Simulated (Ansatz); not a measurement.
The cluster Mg₃Se₄⁻. Charge -1, multiplicity 2. Geometry PBE-D4/def2-SVPD, basis def2-SVP, Ansatz.

```
atom   x (Å)   y (Å)   z (Å)
 Mg1   0.468   1.418   0.807
 Mg2   0.989  -1.194  -0.689
 Mg3  -1.963  -0.296  -0.168
 Se4  -2.008   1.842   1.022
 Se5  -1.183  -2.296  -1.343
 Se6   1.900   1.124  -1.299
 Se7   1.797  -0.597   1.669
```

```tsv
run	HOMO (eV)	LUMO (eV)
A	-2.49	0.12
B	-1.38	-0.80
C	-1.31	-0.54
D	-1.69	-0.51
```

Another isomer (doublet) lies 0.10 eV lower at PBE-D4/def2-SVP; other spin states weren't run for this one.

HOMO and LUMO are taken over both spins.

Task: The runs used LDA (SPW92), PBE, PBE0, r2SCAN. Estimate which is which.

Result: A PBE0 (25 % exact exchange); B LDA (SPW92) (0 % exact exchange); C PBE (0 % exact exchange); D r2SCAN (0 % exact exchange). Exact exchange lowers occupied and raises empty levels; among semilocal functionals meta-GGAs tend to open the gap a little, and such runs are hard to tell apart. The gap grows from 0.58 eV (LDA (SPW92)) to 2.61 eV (PBE0).
